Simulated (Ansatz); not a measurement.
Ansatz results at the PBE0-D4/def2-TZVP geometry: HOMO energy (PBE/def2-TZVPP) -6.71 eV; HOMO energy (PBE0/def2-TZVPP) -7.95 eV; HOMO–LUMO gap (PBE/def2-TZVPP) 5.24 eV.

Each molecule was computed in one conformer, which needn't be the lowest.

(1) Which molecule gave them?
A. `F[SiH](F)[S][GeH3]`
B. `Cl[SiH2]S[SiH](Cl)Cl`
C. `N[SiH2]O[Si](N)(Cl)Cl`
D. `C[SiH](O)[Si](O)(F)F`

Results:

(1) A. The others give `N[SiH2]O[Si](N)(Cl)Cl`: -6.44, -7.92, 6.13; `Cl[SiH2]S[SiH](Cl)Cl`: -7.03, -8.26, 5.62; `C[SiH](O)[Si](O)(F)F`: -6.78, -8.15, 5.59.
